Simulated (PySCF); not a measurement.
A structure optimised at B3LYP-D3(BJ)/def2-SVP, used in a PySCF frequency run:

```xyz
9

C     -2.3114    -0.1282    -1.2266
O     -0.9710     0.3327    -1.1516
Si     0.1800    -0.1495    -0.1091
F      0.6602    -1.6527    -0.4364
Cl     1.7778     1.0953    -0.2969
Cl    -0.5316    -0.1658     1.8141
H     -2.7985    -0.1006    -0.2375
H     -2.3525    -1.1588    -1.6167
H     -2.8602     0.5326    -1.9122
```
Charge 0, spin multiplicity 1.

**Question.** Write its SMILES and formula.

**Answer.** CO[Si](F)(Cl)Cl, CH3Cl2FOSi

**Question.** What are its rotational constants (standard atomic weights)?

**Answer.** 2.0079, 1.5333, 1.2051 GHz
